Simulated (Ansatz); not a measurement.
CH5GaO2 (`[CH3][Ga]([OH])[OH]`) at its PBE0-D4/def2-TZVP geometry, where that method's forces vanish. Charge 0, multiplicity 1.

```xyz
9

C    -1.0177   -0.7203    0.7637
Ga    0.2457    0.3106   -0.3001
O    -0.2807    1.6551   -1.3451
O     2.0210    0.0801   -0.3862
H    -0.7787   -0.6371    1.8255
H    -2.0305   -0.3529    0.5998
H    -0.9751   -1.7759    0.4900
H     0.4517    2.0696   -1.8073
H     2.3643   -0.6293    0.1596
```

(1) What forces (eV/Å) does ωB97M-V/def2-TZVPP give on these atoms in Ansatz? (An estimate is asked.)

## Answers

(1) Ansatz gave: 
```
C1  -0.023 -0.013  0.018
Ga2 -0.075 -0.059  0.061
O3   0.048  0.062 -0.061
O4   0.050 -0.061  0.046
H5  -0.027 -0.013 -0.084
H6   0.077 -0.039  0.022
H7  -0.010  0.081  0.029
H8  -0.055  0.002  0.007
H9   0.016  0.040 -0.038
```
